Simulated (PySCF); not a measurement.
## Nuclear quadrupole coupling in `N#C[C@H]1C/C(=C/F)[SiH2]1`

Species: C5H6FNSi.
Structure used (GFN2-xTB), in Å, numbered top down from 1:
```xyz
14
C5H6FNSi angstrom
N      3.1692   -1.0879    0.9935
C      2.2825   -0.7687    0.3415
C      1.1648   -0.3475   -0.4299
C     -0.1644   -1.0423   -0.0381
C     -0.9754    0.1892    0.2806
C     -2.2528    0.2546    0.6020
F     -2.8562    1.4324    0.8521
Si     0.4455    1.4088    0.0177
H      1.4069   -0.4720   -1.4864
H     -0.0457   -1.6888    0.8330
H     -0.5876   -1.6380   -0.8472
H     -2.9417   -0.5755    0.6998
H      1.0013    2.0279    1.2142
H      0.3530    2.3074   -1.1295
```

Field gradients from the PBE0/pcSseg-1 density (PySCF, non-relativistic), principal values in atomic units, ordered |Vxx| ≤ |Vyy| ≤ |Vzz|:

```tsv
atom	Vxx	Vyy	Vzz
N1	0.3908	0.5368	-0.9275
```

Task: Find the asymmetry η = (Vxx − Vyy)/Vzz and the couplings χ = eQV/h (234.96 MHz × Q in barn × V in au), with Q(14N) = 0.02044 b.

Result: 
```tsv
atom	environment	nucleus	η	χzz (MHz)	χxx (MHz)	χyy (MHz)
N1	nitrile nitrogen	14N	0.16	-4.455	1.877	2.578
```

The tensor is traceless: Vxx + Vyy + Vzz = 0.

Task: What is Vzz at N1 in SI units (1 au = 9.71736 × 10²¹ V/m²)?

Result: -0.9275 au = -9.013 × 10²¹ V/m².

Task: And the gradient at the other heavy atoms, for which no coupling is worked out here?

Result: 
```json
{"atom": "C2", "environment": "nitrile carbon", "Vzz (au)": "-0.406", "η": "0.04"}
{"atom": "C3", "environment": "sp3 carbon bound to silicon", "Vzz (au)": "0.142", "η": "0.91"}
{"atom": "C4", "environment": "allylic carbon", "Vzz (au)": "-0.130", "η": "0.79"}
{"atom": "C5", "environment": "fully substituted alkene carbon", "Vzz (au)": "0.190", "η": "0.81"}
{"atom": "C6", "environment": "vinylic C–F carbon", "Vzz (au)": "-0.471", "η": "0.64"}
{"atom": "F7", "environment": "vinyl fluorine", "Vzz (au)": "2.895", "η": "0.18"}
{"atom": "Si8", "environment": "SiH2 silicon", "Vzz (au)": "0.553", "η": "0.29"}
```

Were the hydrogens deuterons (Q(2H) = 0.00286 b), χzz would run from 110 kHz (H14 and H13) to 211 kHz (H12).

Isolated species at its GFN2-xTB geometry, gas phase. GFN2-xTB bond lengths can be off by several hundredths of an ångström, more for odd bonds, and the gradients follow them. With a basis this small, the couplings can be 20 % off.
